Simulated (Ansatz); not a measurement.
The same molecule with X = O, S, Te. Ansatz, PBE0-D4/def2-TZVP geometries, multiplicity 1. Each molecule was computed in one conformer, which needn't be the lowest.

Elements past krypton have def2 core potentials.

| X | molecule | mean X–C bond length / Å | mean X–Si bond length / Å | HOMO–LUMO gap (PBE/def2-TZVPP) / eV | LUMO energy (PBE/def2-TZVPP) / eV | HOMO–LUMO gap (PBE0/def2-TZVPP) / eV |
| --- | --- | --- | --- | --- | --- | --- |
| O | `CO[SiH2][SiH3]` | 1.409 | 1.647 | 5.60 | -1.08 | 7.92 |
| S | `CS[SiH2][SiH3]` | 1.816 | 2.128 | 4.72 | -1.02 | 6.78 |

(1) Give the row for X = Te, `C[Te][SiH2][SiH3]`. (An estimate is asked.)

## Answers

(1) Computed: 
| X | molecule | mean X–C bond length / Å | mean X–Si bond length / Å | HOMO–LUMO gap (PBE/def2-TZVPP) / eV | LUMO energy (PBE/def2-TZVPP) / eV | HOMO–LUMO gap (PBE0/def2-TZVPP) / eV |
| --- | --- | --- | --- | --- | --- | --- |
| Te | `C[Te][SiH2][SiH3]` | 2.150 | 2.491 | 3.43 | -1.68 | 5.20 |

From O to Te the mean X–C bond length rises at each step, by 0.741 Å in all; the mean X–Si bond length rises at each step, by 0.844 Å in all; the HOMO–LUMO gap (PBE/def2-TZVPP) falls at each step, by 2.17 eV in all; the LUMO energy (PBE/def2-TZVPP) isn't monotonic: highest at S, lowest at Te; the HOMO–LUMO gap (PBE0/def2-TZVPP) falls at each step, by 2.72 eV in all. Bonds lengthen as the atom grows down the group.

Spin–orbit coupling is left out; it splits and shifts lone-pair levels of the heavy atoms by tenths of an eV.
